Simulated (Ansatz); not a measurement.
Program: Ansatz. Geometries: PBE0-D4/def2-TZVP. ΔE: electronic, gas phase. CCSD(T)/CBS adds triple-zeta CCSD(T) − MP2 to the extrapolated MP2 energy (def2 sets, frozen cores). This one scheme is used for every species. DFT in def2-TZVPP. B3LYP here is the variant with VWN-RPA as its local correlation; programs differ in this. HSE06 is defined as in plane-wave codes. Each species was taken in one conformer, which may not be the lowest.

`[SiH3][CH2][AlH][S][SiH3]` + H–F → `[F][AlH][S][SiH3]` + `C[SiH3]`  (ligand exchange at the Al–C bond)

```json
{"level": "LDA (SPW92)", "ΔE (kJ/mol)": "-160.6", "difference from CCSD(T)/CBS": "7.4"}
{"level": "revPBE-D4", "ΔE (kJ/mol)": "-157.9", "difference from CCSD(T)/CBS": "10.1"}
{"level": "BLYP-D4", "ΔE (kJ/mol)": "-173.0", "difference from CCSD(T)/CBS": "-5.0"}
{"level": "r2SCAN-D4", "ΔE (kJ/mol)": "-174.5", "difference from CCSD(T)/CBS": "-6.5"}
{"level": "B97M-V", "ΔE (kJ/mol)": "-178.0", "difference from CCSD(T)/CBS": "-10.0"}
{"level": "PBE0-D4", "ΔE (kJ/mol)": "-160.9", "difference from CCSD(T)/CBS": "7.1"}
{"level": "B3LYP-D4", "ΔE (kJ/mol)": "-173.0", "difference from CCSD(T)/CBS": "-5.0"}
{"level": "r2SCANh-D4", "ΔE (kJ/mol)": "-173.1", "difference from CCSD(T)/CBS": "-5.1"}
{"level": "HSE06-D4", "ΔE (kJ/mol)": "-160.4", "difference from CCSD(T)/CBS": "7.6"}
{"level": "BHLYP-D4", "ΔE (kJ/mol)": "-175.2", "difference from CCSD(T)/CBS": "-7.2"}
{"level": "CAM-B3LYP-D4", "ΔE (kJ/mol)": "-179.4", "difference from CCSD(T)/CBS": "-11.4"}
{"level": "ωB97X-V", "ΔE (kJ/mol)": "-173.8", "difference from CCSD(T)/CBS": "-5.8"}
{"level": "ωB97M-V", "ΔE (kJ/mol)": "-171.4", "difference from CCSD(T)/CBS": "-3.4"}
{"level": "B2PLYP", "ΔE (kJ/mol)": "-183.6", "difference from CCSD(T)/CBS": "-15.6"}
{"level": "PBE", "ΔE (kJ/mol)": "-171.9", "difference from CCSD(T)/CBS": "-3.9"}
{"level": "revPBE", "ΔE (kJ/mol)": "-176.5", "difference from CCSD(T)/CBS": "-8.5"}
{"level": "BLYP", "ΔE (kJ/mol)": "-193.3", "difference from CCSD(T)/CBS": "-25.3"}
{"level": "r2SCAN", "ΔE (kJ/mol)": "-177.9", "difference from CCSD(T)/CBS": "-9.9"}
{"level": "PBE0", "ΔE (kJ/mol)": "-171.0", "difference from CCSD(T)/CBS": "-3.0"}
{"level": "B3LYP", "ΔE (kJ/mol)": "-190.1", "difference from CCSD(T)/CBS": "-22.1"}
{"level": "r2SCANh", "ΔE (kJ/mol)": "-177.0", "difference from CCSD(T)/CBS": "-9.0"}
{"level": "r2SCAN0", "ΔE (kJ/mol)": "-175.8", "difference from CCSD(T)/CBS": "-7.8"}
{"level": "HSE06", "ΔE (kJ/mol)": "-170.3", "difference from CCSD(T)/CBS": "-2.3"}
{"level": "CAM-B3LYP", "ΔE (kJ/mol)": "-190.4", "difference from CCSD(T)/CBS": "-22.4"}
{"level": "LC-ωPBE", "ΔE (kJ/mol)": "-176.9", "difference from CCSD(T)/CBS": "-8.9"}
{"level": "RPA@PBE/def2-TZVPP", "ΔE (kJ/mol)": "-168.3", "difference from CCSD(T)/CBS": "-0.3"}
{"level": "HF/def2-SVP", "ΔE (kJ/mol)": "-194.5", "difference from CCSD(T)/CBS": "-26.5"}
{"level": "MP2/def2-SVP", "ΔE (kJ/mol)": "-178.7", "difference from CCSD(T)/CBS": "-10.7"}
{"level": "CCSD/def2-SVP", "ΔE (kJ/mol)": "-181.2", "difference from CCSD(T)/CBS": "-13.2"}
{"level": "CCSD(T)/def2-SVP", "ΔE (kJ/mol)": "-177.9", "difference from CCSD(T)/CBS": "-9.9"}
{"level": "HF/def2-TZVPP", "ΔE (kJ/mol)": "-197.7", "difference from CCSD(T)/CBS": "-29.7"}
{"level": "MP2/def2-TZVPP", "ΔE (kJ/mol)": "-167.7", "difference from CCSD(T)/CBS": "0.3"}
{"level": "SCS-MP2/def2-TZVPP", "ΔE (kJ/mol)": "-175.1", "difference from CCSD(T)/CBS": "-7.1"}
{"level": "CCSD/def2-TZVPP", "ΔE (kJ/mol)": "-173.2", "difference from CCSD(T)/CBS": "-5.2"}
{"level": "CCSD(T)/def2-TZVPP", "ΔE (kJ/mol)": "-168.5", "difference from CCSD(T)/CBS": "-0.5"}
{"level": "HF/def2-QZVPP", "ΔE (kJ/mol)": "-199.9", "difference from CCSD(T)/CBS": "-31.9"}
{"level": "MP2/def2-QZVPP", "ΔE (kJ/mol)": "-168.2", "difference from CCSD(T)/CBS": "-0.2"}
{"level": "SCS-MP2/def2-QZVPP", "ΔE (kJ/mol)": "-175.8", "difference from CCSD(T)/CBS": "-7.8"}
{"level": "MP2/CBS(def2)", "ΔE (kJ/mol)": "-167.3", "difference from CCSD(T)/CBS": "0.7"}
{"level": "CCSD/CBS(def2)", "ΔE (kJ/mol)": "-172.8", "difference from CCSD(T)/CBS": "-4.8"}
{"level": "CCSD(T)/CBS", "ΔE (kJ/mol)": "-168.0", "difference from CCSD(T)/CBS": "0"}
```

Largest T1 diagnostic among the species: 0.012.

In def2-TZVPP, CCSD(T) changes the Hartree–Fock value by +29.2 kJ/mol (the triples alone add +4.7 kJ/mol) and MP2 by +30.0 kJ/mol. The D4 term adds +17.1 kJ/mol with B3LYP and +10.1 kJ/mol with PBE0; it sums over pairs of atoms, weighted by their polarisabilities, and B3LYP, whose exchange is more repulsive, gets the larger term.
